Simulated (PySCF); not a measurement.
# Electric field gradients and quadrupole coupling constants

Species: C5H9ClO2.
Z-matrix (Å and degrees, GFN2-xTB geometry), rows numbered from 1:
```
C 
C   1  1.5229
C   2  1.5396  1  111.81
O   3  1.4017  2  108.29  1    64.17
C   4  1.4095  3  114.92  2   167.28
C   3  1.5127  2  110.27  1   -58.03
O   6  1.1813  3  128.95  2   113.43
Cl  6  1.7767  3  111.19  2   -67.40
H   1  1.0876  2  110.99  3    65.72
H   1  1.0869  2  109.97  3  -174.19
H   1  1.0861  2  109.81  3   -54.32
H   2  1.0900  1  110.66  3  -121.57
H   2  1.0906  1  109.59  3   118.49
H   3  1.1049  2  108.98  1  -175.55
H   5  1.0879  4  105.89  3  -174.89
H   5  1.0973  4  110.92  3   -56.19
H   5  1.0938  4  111.95  3    66.08
```

Field gradients from the PBE0/pcSseg-1 density (PySCF, non-relativistic), principal values in atomic units, ordered |Vxx| ≤ |Vyy| ≤ |Vzz|:

```json
{"atom": "O4", "Vxx": "-0.0335", "Vyy": "-1.9859", "Vzz": "2.0194"}
{"atom": "O7", "Vxx": "0.3873", "Vyy": "1.2131", "Vzz": "-1.6004"}
{"atom": "Cl8", "Vxx": "-1.1302", "Vyy": "-2.0147", "Vzz": "3.1450"}
```

Find the asymmetry η = (Vxx − Vyy)/Vzz and the couplings χ = eQV/h (234.96 MHz × Q in barn × V in au), with Q(17O) = −0.0256 b, Q(35Cl) = −0.0817 b.

| atom | environment | nucleus | η | χzz (MHz) | χxx (MHz) | χyy (MHz) |
| --- | --- | --- | --- | --- | --- | --- |
| O4 | ether oxygen | 17O | 0.97 | -12.15 | 0.20 | 11.95 |
| O7 | carbonyl oxygen | 17O | 0.52 | 9.63 | -2.33 | -7.30 |
| Cl8 | chlorine bonded to C | 35Cl | 0.28 | -60.37 | 21.70 | 38.68 |

At O4 η is above 0.9: Vyy and Vzz are nearly equal in size and opposite in sign, so a small change could swap them and flip the sign of χzz. 

What is Vzz at O7 in SI units (1 au = 9.71736 × 10²¹ V/m²)?

-1.6004 au = -15.552 × 10²¹ V/m².

And the gradient at the other heavy atoms, for which no coupling is worked out here?

```
atom                 environment  Vzz (au)     η
  C1               methyl carbon     0.084  0.46
  C2            chain CH2 carbon     0.145  0.40
  C3  sp3 carbon bound to oxygen     0.296  0.57
  C5              methoxy carbon     0.413  0.10
  C6          acyl halide carbon    -0.500  0.55
```

What couplings would deuterons (Q(2H) = 0.00286 b) have in place of the hydrogens, at this geometry?

| atom | bonded to | bond length (Å) | Vzz (au) | η | χzz (kHz) |
| --- | --- | --- | --- | --- | --- |
| H9 | C1 | 1.088 | 0.3122 | 0.04 | 210 |
| H10 | C1 | 1.087 | 0.3170 | 0.02 | 213 |
| H11 | C1 | 1.086 | 0.3130 | 0.01 | 210 |
| H12 | C2 | 1.090 | 0.3019 | 0.03 | 203 |
| H13 | C2 | 1.091 | 0.3044 | 0.04 | 205 |
| H14 | C3 | 1.105 | 0.2701 | 0.06 | 181 |
| H15 | C5 | 1.088 | 0.3066 | 0.07 | 206 |
| H16 | C5 | 1.097 | 0.2889 | 0.09 | 194 |
| H17 | C5 | 1.094 | 0.2901 | 0.08 | 195 |

Isolated species at its GFN2-xTB geometry (one conformer only). GFN2-xTB bond lengths can be off by several hundredths of an ångström, more for odd bonds, and the gradients follow them. The small basis limits the accuracy of the gradients.
